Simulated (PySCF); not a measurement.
Vertical excitations of a molecule C4H3BrClF from TDA-PBE/def2-SVPD in PySCF, as energy in eV (oscillator strength): 4.36 (0.008), 4.65 (0.000), 4.73 (0.000), 4.89 (0.030), 5.00 (0.025), 5.08 (0.077), 5.37 (0.003), 5.77 (0.004), 5.97 (0.014), 6.27 (0.006). Lowest triplet (TDA): 3.78 eV. Coordinates come from a B3LYP-D3(BJ)/def2-SVP optimisation. One conformer was computed; it need not be the lowest.

Problem. Which structure fits?
(A) CC(Br)=C=C(F)Cl
(B) C=C=C(Cl)[C@H](F)Br
(C) C=C/C(Cl)=C(\F)Br
(D) C=C(Cl)/C=C(\F)Br

Solution. B, C=C=C(Cl)[C@H](F)Br
